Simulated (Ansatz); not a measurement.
The inner images of a band of C$_{2}$H$_{7}$AlSSi (12 atoms, charge 0, multiplicity 1) are given out of order.

Method: Ansatz 0.2.0, RKS BHLYP/def2-SVP.

First end point:

```xyz
12
Properties=species:S:1:pos:R:3
C 1.302 -0.229 -1.126
C 0.277 -0.353 -0.268
Al 0.475 -1.624 1.200
Si -1.222 0.729 -0.477
S -1.510 1.941 1.287
H 1.289 0.458 -1.976
H 2.221 -0.809 -1.032
H 1.902 -2.266 1.400
H -0.743 -2.040 2.105
H -1.084 1.578 -1.685
H -2.474 -0.056 -0.555
H -0.357 2.617 1.163
```

Last end point:

```xyz
12
Properties=species:S:1:pos:R:3
C 1.294 -0.406 -1.301
C 0.360 -0.306 -0.343
Al 0.602 -1.393 1.256
Si -1.027 0.920 -0.552
S -1.121 2.288 1.120
H 1.275 0.187 -2.218
H 2.142 -1.090 -1.227
H 1.874 -2.320 1.334
H -0.462 -1.359 2.419
H -0.804 1.770 -1.745
H -2.333 0.228 -0.664
H -1.723 1.427 1.955
```

Question: Put them in order from the first end to the last, with their energies above the first end.
A.
```xyz
12
Properties=species:S:1:pos:R:3
C 1.311 -0.159 -1.103
C 0.280 -0.258 -0.247
Al 0.498 -1.555 1.195
Si -1.250 0.760 -0.557
S -1.420 2.354 0.901
H 1.305 0.502 -1.972
H 2.229 -0.738 -0.987
H 1.846 -2.371 1.220
H -0.621 -1.776 2.281
H -1.212 1.382 -1.902
H -2.455 -0.097 -0.479
H -0.434 1.902 1.685
```
B.
```xyz
12
Properties=species:S:1:pos:R:3
C 1.298 -0.185 -1.100
C 0.262 -0.327 -0.258
Al 0.478 -1.599 1.206
Si -1.250 0.728 -0.522
S -1.549 2.002 1.195
H 1.290 0.502 -1.949
H 2.224 -0.752 -0.991
H 1.865 -2.348 1.281
H -0.671 -1.893 2.240
H -1.108 1.505 -1.778
H -2.497 -0.066 -0.584
H -0.264 2.378 1.293
```
C.
```xyz
12
Properties=species:S:1:pos:R:3
C 1.336 -0.210 -1.154
C 0.312 -0.284 -0.289
Al 0.521 -1.544 1.182
Si -1.182 0.797 -0.559
S -1.206 2.467 0.807
H 1.339 0.457 -2.020
H 2.238 -0.813 -1.045
H 1.835 -2.415 1.219
H -0.586 -1.674 2.299
H -1.168 1.427 -1.899
H -2.417 -0.011 -0.416
H -0.944 1.747 1.909
```
D.
```xyz
12
Properties=species:S:1:pos:R:3
C 1.334 -0.301 -1.232
C 0.348 -0.299 -0.323
Al 0.559 -1.482 1.210
Si -1.097 0.855 -0.554
S -1.123 2.412 0.942
H 1.331 0.335 -2.120
H 2.215 -0.939 -1.141
H 1.838 -2.400 1.271
H -0.536 -1.518 2.345
H -1.003 1.577 -1.843
H -2.373 0.104 -0.490
H -1.416 1.601 1.970
```
E.
```xyz
12
Properties=species:S:1:pos:R:3
C 1.299 -0.162 -1.098
C 0.267 -0.284 -0.247
Al 0.486 -1.569 1.204
Si -1.257 0.745 -0.549
S -1.534 2.164 1.062
H 1.292 0.511 -1.958
H 2.222 -0.734 -0.985
H 1.849 -2.362 1.240
H -0.641 -1.816 2.275
H -1.151 1.433 -1.859
H -2.484 -0.084 -0.556
H -0.270 2.103 1.504
```

Answer: B (+0.019 eV), E (+0.080 eV), A (+0.119 eV), C (+0.074 eV), D (+0.038 eV).

Run time: 2.9 min on 2 threads of Arm Neoverse V2, with other jobs on the host, peak memory 0.28 GiB.
